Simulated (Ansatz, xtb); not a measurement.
Two isomers of C9H6

Structure X is `C#CC1=CC2=C(C=C1)C2`, a singlet and structure Y is `C#CC1=C2CC2=CC=C1`, a singlet. Both are isolated molecules in the gas phase, relaxed with B3LYP-D3(BJ)/def2-SVP.

X (Å):

| atom | x (Å) | y (Å) | z (Å) |
| --- | --- | --- | --- |
| C | -2.2993 | 1.9145 | 0.9003 |
| C | -1.3715 | 1.3653 | 0.3419 |
| C | -0.2796 | 0.7201 | -0.3221 |
| C | 0.6611 | -0.0147 | 0.4415 |
| C | 1.7607 | -0.6757 | -0.1421 |
| C | 1.8271 | -0.5366 | -1.5150 |
| C | 0.9329 | 0.1635 | -2.2534 |
| C | -0.1573 | 0.8278 | -1.7395 |
| C | 2.0584 | -0.4938 | -2.9956 |
| H | -3.1192 | 2.3998 | 1.3947 |
| H | 0.5141 | -0.0606 | 1.5225 |
| H | 2.4712 | -1.2355 | 0.4710 |
| H | -0.8898 | 1.3975 | -2.3148 |
| H | 2.8750 | 0.1236 | -3.3998 |
| H | 1.8576 | -1.3898 | -3.6025 |

Y (Å):

```xyz
15

C    -0.7109    2.2474    1.7453
C    -0.2198    1.5702    0.8658
C     0.3611    0.7727   -0.1684
C     1.7355    0.3930   -0.1497
C     2.3115   -0.3882   -1.1593
C     1.5734   -0.8581   -2.2715
C     0.2481   -0.4680   -2.2504
C    -0.3142    0.2846   -1.2809
C    -1.2116   -0.1451   -2.4008
H    -1.1471    2.8461    2.5222
H     2.3542    0.7275    0.6855
H     3.3720   -0.6409   -1.0784
H     2.0410   -1.4666   -3.0491
H    -1.9631   -0.9293   -2.2227
H    -1.5305    0.5922   -3.1531
```

**Question.** Estimate which is lower in electronic energy at CCSD(T)/def2-SVP + ΔMP2/def2-TZVPP, and by roughly how much.

**Answer.** Too close to call at this level: CCSD(T)/def2-SVP + ΔMP2/def2-TZVPP gives E(Y) − E(X) = +0.09 kcal/mol.

The same difference at several levels:

| level | geometry | E(Y) − E(X) (kcal/mol) | departure from the last row (kcal/mol) | job, with rough time for the two |
| --- | --- | --- | --- | --- |
| GFN2-xTB | GFN2-xTB | +0.21 | +0.12 | optimisation, 0.18 s |
| HF/STO-3G | GFN2-xTB | −0.55 | −0.64 | single point, 0.48 s |
| r2SCAN-D4/def2-SVP | GFN2-xTB | +0.10 | +0.01 | single point, 4.5 s |
| B3LYP-D3(BJ)/def2-SVP | B3LYP-D3(BJ)/def2-SVP | +0.10 | +0.01 | optimisation, 40 s |
| HF/def2-SVP | B3LYP-D3(BJ)/def2-SVP | −0.14 | −0.23 | part of the CCSD(T) run |
| MP2/def2-SVP | B3LYP-D3(BJ)/def2-SVP | +0.04 | −0.05 | part of the CCSD(T) run |
| CCSD(T)/def2-SVP | B3LYP-D3(BJ)/def2-SVP | +0.09 | 0.00 | single point |
| CCSD(T)/def2-SVP + ΔMP2/def2-TZVPP | B3LYP-D3(BJ)/def2-SVP | +0.09 |  | single point, 2.3 min |

As drawn, both hold the same kinds of bond in the same numbers.

The largest departure from CCSD(T)/def2-SVP + ΔMP2/def2-TZVPP is that of HF/STO-3G, 0.64 kcal/mol. The last row adds to CCSD(T) the change of the MP2 difference between the two basis sets, here 0.00 kcal/mol.

With thermal terms from frequencies at re-optimised GFN2-xTB minima (ideal gas, soft modes damped towards free rotors, one conformer each, 298.15 K, 1 atm): on the last row, ΔE + ΔZPE = +0.20, ΔH = +0.20, ΔG = +0.13 kcal/mol.

The correlated steps freeze 9 core orbitals. Run with Ansatz 0.2.0, xtb 6.7.1; the last row on 4 threads of Arm Neoverse V1 on a shared host.
